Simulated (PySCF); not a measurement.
## Calculated data, CH$_{6}$GeN

All values are calculated (PySCF 2.14.0). Calculation on a computer-drawn molecule: the log of a Hartree-Fock and frozen-core CCSD(T) single point meant for a local Hartree-Fock minimum, with one planted fault or none, to be diagnosed. Offsets are logged minus clean, where the clean run is the same molecule without the fault. The reference is restricted for singlets and unrestricted otherwise, and also for a bond in bohr or an excited solution. Adding or removing an electron swaps singlet and doublet. The excited solution moves the top pair (singlet) or top alpha electron (doublet) to the lowest empty orbital. Highest occupied and lowest empty are orbital energies over both spins, largest force is the largest gradient component, triples share is (T) over the correlation energy, the T1 limit is 0.02 restricted and 0.045 unrestricted, electrons count all cores, a negative frequency is imaginary (commonest isotopes), and the dipole is about the centre of nuclear charge; on germanium a core potential holds 10 electrons, which the energies leave out, and 3d is frozen in MP2 and coupled-cluster steps.

```xyz
9
formula=CH6GeN meant_charge=0 meant_multiplicity=2 meant_basis=cc-pVDZ meant_basis_and_core_potential_on_germanium=cc-pVDZ-PP_ECP10MDF logged_electrons=51 logged_basis_functions=81 logged_SCF_converged=yes logged_spin_squared=1.5861 logged_highest_occupied=-8.1381 logged_lowest_empty=1.5442 logged_largest_force=0.0080362 logged_T1_diagnostic=0.046094 logged_D1_diagnostic=0.18806 logged_triples_share=0.032261 logged_CC_converged=yes logged_dipole_magnitude=1.6845 logged_SCF_stable_within_its_kind=yes logged_energy_HF=-389.03018 logged_energy_CCSD(T)=-389.4709 possible_faults=no_fault,one_electron_removed,one_electron_added,multiplicity_raised_by_two,geometry_at_a_saddle_point,SCF_held_on_an_excited_solution,minimal_basis_STO-3G,one_bond_length_entered_in_bohr,all_coordinates_scaled planted_fault=one_bond_length_entered_in_bohr,row_6_of_the_drawn_bonds HF_energy_offset_from_clean_run=65.16 CCSD(T)_energy_offset_from_clean_run=72.01
N      1.3049    -1.4927     2.5187
C      1.3351    -0.1485     2.1258
Ge     0.1935     0.4837     0.6961
H      1.2711    -2.1433     1.7556
H      2.0445    -1.7506     3.1460
H      1.6609     0.5369     2.9022
H      1.1803     3.0371    -0.2461
H      0.2301    -0.5349    -0.4540
H     -1.2722     0.6561     1.1264
```

Units: logged_highest_occupied, logged_lowest_empty in eV; logged_largest_force in hartree/bohr; logged_dipole_magnitude in debye; logged_energy_HF, logged_energy_CCSD(T) in hartree; HF_energy_offset_from_clean_run, CCSD(T)_energy_offset_from_clean_run in kcal/mol.

Drawn bonds:
```tsv
atom	other atom	order
1	2	1
2	3	1
1	4	1
1	5	1
2	6	1
3	7	1
3	8	1
3	9	1
```

Notes: T1 above single-reference limit.
